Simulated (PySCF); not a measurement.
**How methods differ on the ionisation energy of As²⁺**

As²⁺ [Ar] 3d10 4s2 4p1 (2P) → As³⁺ [Ar] 3d10 4s2 (1S), as a difference of total energies. Computed with PySCF 2.14 in aug-cc-pwCVDZ-PP with ECP10MDF (6s5p4d1f, 48 functions), with scalar relativity through the core potential. Correlated levels: valence: 3s2 3p6 3d10 frozen; valence and next inner shell: nothing frozen outside the core potential. The calculations carry no spin-orbit coupling.

Order these methods by the ionisation energy they give, lowest first.
A. TPSS
B. PBE
C. r2SCAN0
D. MP2 (valence)

D (27.655 eV), B (27.968 eV), A (28.017 eV), C (28.228 eV).

The reference lies between the lowest fine-structure levels, while these numbers refer to the centres of the terms.

Errors of the correlated levels include the incompleteness of this basis and the frozen core.

For comparison: 28.349 ± 0.012 eV (measured; NIST Atomic Spectra Database, ionization energies).
